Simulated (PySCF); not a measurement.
## LDA on Hf (hafnium, neutral)

Configuration: [Xe] 4f14 5d1 6s2 6p1, one real determinant (an excited configuration). Computed with PySCF 2.14 in ANO-RCC-VTZP, with the spin-free X2C one-electron Hamiltonian (Gaussian nucleus).

| Quantity | Value |
| --- | --- |
| Total energy | -15068.13 hartree |
| One-electron energy | -20685.29 hartree |
| Hartree (Coulomb) energy | 5920.22 hartree |
| Exchange-correlation energy | -303.06 hartree |
| ⟨S²⟩ | 2.0037 |
| ⟨L²⟩ | 8.011 |
| Sum of ⟨r⟩ | 46.01 bohr |
| Sum of ⟨r²⟩ | 78.12 bohr² |
| Traceless quadrupole moment −½Σ⟨3z² − r²⟩ along its main axis | -5.21 e·bohr² |
| Langevin diamagnetic susceptibility | -61.9 ×10⁻⁶ cm³/mol |

| shell | electrons | mean orbital energy (eV) | spread (eV) | rms radius, mean of both spins (bohr) |
| --- | --- | --- | --- | --- |
| 1s α | 1 | -65001.6 | 0 | 0.0215 |
| 1s β | 1 | -65001.6 | 0 | 0.0215 |
| 2s α | 1 | -11122.2 | 0 | 0.0869 |
| 2s β | 1 | -11122.2 | 0 | 0.0869 |
| 2p α | 3 | -9803.6 | 0.034 | 0.0788 |
| 2p β | 3 | -9803.6 | 0.046 | 0.0788 |
| 3s α | 1 | -2537.2 | 0 | 0.223 |
| 3s β | 1 | -2537.2 | 0 | 0.223 |
| 3p α | 3 | -2140.9 | 0.076 | 0.224 |
| 3p β | 3 | -2140.9 | 0.084 | 0.224 |
| 3d α | 5 | -1656.0 | 0.072 | 0.205 |
| 3d β | 5 | -1656.0 | 0.101 | 0.205 |
| 4s α | 1 | -512.61 | 0 | 0.498 |
| 4s β | 1 | -512.58 | 0 | 0.498 |
| 4p α | 3 | -381.77 | 0.161 | 0.531 |
| 4p β | 3 | -381.74 | 0.183 | 0.531 |
| 4d α | 5 | -208.95 | 0.199 | 0.578 |
| 4d β | 5 | -208.91 | 0.252 | 0.578 |
| 5s α | 1 | -70.077 | 0 | 1.21 |
| 5s β | 1 | -69.721 | 0 | 1.21 |
| 5p α | 3 | -38.893 | 0.236 | 1.42 |
| 5p β | 3 | -38.423 | 0.523 | 1.42 |
| 4f α | 7 | -20.083 | 0.204 | 0.774 |
| 4f β | 7 | -19.976 | 0.273 | 0.774 |
| 6s α | 1 | -6.639 | 0 | 3.49 |
| 6s β | 1 | -5.851 | 0 | 3.49 |
| 5d α | 1 | -5.156 | 0 | 2.50 |
| 6p α | 1 | -2.180 | 0 | 4.21 |

⟨L²⟩ = 8.01 against 12 for a pure F term, so this real determinant mixes terms. Spin-orbit coupling, absent here, splits the open shell strongly.

Densities and radii are taken from the X2C orbitals without a picture-change correction, which distorts them close to the nucleus.
